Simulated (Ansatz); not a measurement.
`C=C[SiH](F)C#N`. Total charge 0; spin multiplicity 1.

```xyz
10

C    -0.271   -0.007   -1.831
C     0.384   -0.414   -0.747
Si   -0.337   -0.263    0.935
F    -1.759    0.445    0.846
C     0.744    0.822    1.976
N     1.454    1.469    2.612
H    -1.258    0.441   -1.768
H     0.152   -0.101   -2.826
H     1.373   -0.855   -0.859
H    -0.480   -1.539    1.663
```

Task: What are the harmonic wavenumbers in cm⁻¹ at PBE0-D4/def2-TZVP (Ansatz, finite differences of forces, unscaled)? (Estimate.)

Result: The calculation gave: 71, 117, 172, 186, 332, 362, 415, 530, 611, 699, 815, 839, 922, 1023, 1024, 1040, 1292, 1446, 1671, 2278, 2337, 3142, 3155, 3229.

Task: Is this a minimum?

Result: Yes, all 24 modes are real.

Task: Give the ideal-gas thermochemistry at 298.15 K and 1 bar (rigid rotor, harmonic oscillator; point group C1, symmetry number 1).

Result: Zero-point energy 165.7 kJ/mol; H(298) − E = 187.4 kJ/mol; entropy 354.1 J/(mol·K), of which translation 166.4, rotation 115.1, vibration 72.6; G(298) − E = 81.8 kJ/mol. Modes under 100 cm⁻¹ are hindered rotations or soft bends, so the harmonic entropy is rough.

Task: And at 400, 500, 600, 800 and 1000 K?

Result: 
```csv
T (K),H − E (kJ/mol),S (J/mol/K),G − E (kJ/mol)
400,199.6,389.2,44.0
500,213.3,419.7,3.5
600,228.3,447.0,-39.9
800,261.5,494.5,-134.2
1000,297.6,534.9,-237.2
```

Task: Rotational constants (cm⁻¹)?

Result: 0.1564, 0.06533, 0.0525.
